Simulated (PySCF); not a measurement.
Isomers of C7H12BP, from PBE0-D3(BJ)/def2-SVP geometry optimisation, gas phase in PySCF. One conformer each, no zero-point energy, no frequencies.

Task: Which isomer lies lower at this level?
A. `[BH3-:1][P@H+:2]1[CH:3]=[CH:4][C@@H:5]([CH:6]=[CH2:7])[CH:8]=[CH:9]1` with C4–C5–C6–C7 -116°, B1–P2–C3–C4 113°, C3–C4–C5–C6 -109°, C4–C5–C8–C9 -14°, B1–P2–C9–C8 -113°: A = 2645, B = 850.5, C = 814.3 MHz, dipole 5.55 D
B. `[BH3-:1][P@+:2]1([CH:3]=[CH2:4])[CH:5]=[CH:6][CH:7]=[C:8]1[CH3:9]` with B1–P2–C3–C4 1°: A = 1843, B = 1215, C = 1042 MHz, dipole 4.70 D

Result: B. That is `[BH3-][P@+]1(C=C)C=CC=C1C`, 9.6 kcal/mol below the other.

```tsv
SMILES	mapped SMILES	E (Eh)	relative (kcal/mol)	relative (kJ/mol)	dipole (D)
[BH3-][P@+]1(C=C)C=CC=C1C	[BH3-:1][P@+:2]1([CH:3]=[CH2:4])[CH:5]=[CH:6][CH:7]=[C:8]1[CH3:9]	-639.31216	0.0	0.0	4.70
[BH3-][P@H+]1C=C[C@@H](C=C)C=C1	[BH3-:1][P@H+:2]1[CH:3]=[CH:4][C@@H:5]([CH:6]=[CH2:7])[CH:8]=[CH:9]1	-639.29682	9.6	40.3	5.55
```
